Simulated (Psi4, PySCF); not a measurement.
Input for PySCF:
```python
from pyscf import gto, scf, dft

mol = gto.M(
    atom='''
Na   -0.00000000   -0.00000000   -1.65064203
Na    0.00000000    0.00000000    1.65064203
''',
    basis='aug-cc-pvdz',
    charge=1,
    spin=1,
    verbose=4,
)

mf = dft.UKS(mol)
mf.xc = 'revpbe'
mf.grids.atom_grid = (99, 590)
mf.grids.prune = None
mf.kernel()
```

**Question.** Convert this to an input for Psi4.

**Answer.** This is not unique; one that fits is 
```
memory 2 GB

molecule {
1 2
  Na   -0.00000000   -0.00000000   -1.65064203
  Na    0.00000000    0.00000000    1.65064203
}

set basis aug-cc-pvdz
set reference uks
set scf_type pk
set puream true
set d_convergence 1e-8
set dft_radial_points 99
set dft_spherical_points 590

energy('revpbe')
print_variables()
```

Both were run: PySCF gave -324.315083 Eh and Psi4 -324.315079 Eh, 0.004 mEh apart.
